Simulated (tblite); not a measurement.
Compound: C4H13NPSi2 (charge -1).
Structure used (GFN2-xTB), in Å, numbered top down from 1:
```xyz
21
C4H13NPSi2 angstrom
Si    -1.8940   -1.5639    1.1206
N     -1.8553   -0.5824   -0.2629
Si    -2.5635    0.9303   -0.6937
P     -0.4582   -0.3376   -1.3300
C      0.7064    0.4527   -0.0756
C      1.5828   -0.5040    0.7649
C      2.8331    0.0240    0.0506
C      1.9805    1.0559   -0.6966
H     -1.3354   -2.8845    0.8046
H     -1.1684   -1.0602    2.3125
H     -3.3059   -1.6941    1.5185
H     -3.0652    0.8793   -2.0696
H     -3.7997    1.0353    0.1669
H     -1.8298    2.1607   -0.3456
H      0.1319    1.1569    0.5386
H      1.3710   -1.5605    0.6049
H      1.5657   -0.3007    1.8377
H      3.3020   -0.7075   -0.6069
H      3.5987    0.4447    0.7070
H      2.1739    2.0913   -0.4087
H      2.0203    0.9812   -1.7831
```

All values are computed: GFN2-xTB (tblite) harmonic vibrations without scaling, gas phase. Against measured fundamentals such values can be off by several per cent, at times by over 20. Modes of hydrogen on silicon can be 10 to 20 % off. One conformer, not necessarily the lowest. The optimisation stopped once no atom felt more than 0.01 eV/Å.

Lowest wavenumbers of the output (negative numbers stand for imaginary wavenumbers):
```
mode    cm-1
  1     -31.4
  2      43.6
  3      72.8
  4     114.2
  5     124.7
  6     136.1
  7     164.4
  8     172.5
  9     288.3
 10     296.2
 11     318.1
 12     505.7
 13     557.8
 14     567.1
 15     583.6
```

Is this structure a minimum?

Not by this Hessian. 1 mode is imaginary beyond 20i (31i cm⁻¹), so at this level the point lies at or near a first-order saddle. The curvature is small, so loose convergence or finite differences may be the whole cause.

Which atoms move in the imaginary mode?

31i: C7 (four-membered-ring carbon) 31 %, H18 (methylene hydrogen) 15 %, H19 (methylene hydrogen) 14 %. These are shares of the mass-weighted motion.

What is the remedy?

Step along that mode in both directions, optimise again with tighter thresholds and repeat the frequencies. The zero-point energy of this point (95.3 kcal/mol) counts the 56 real modes alone, and thermal corrections from it aren't those of a minimum.
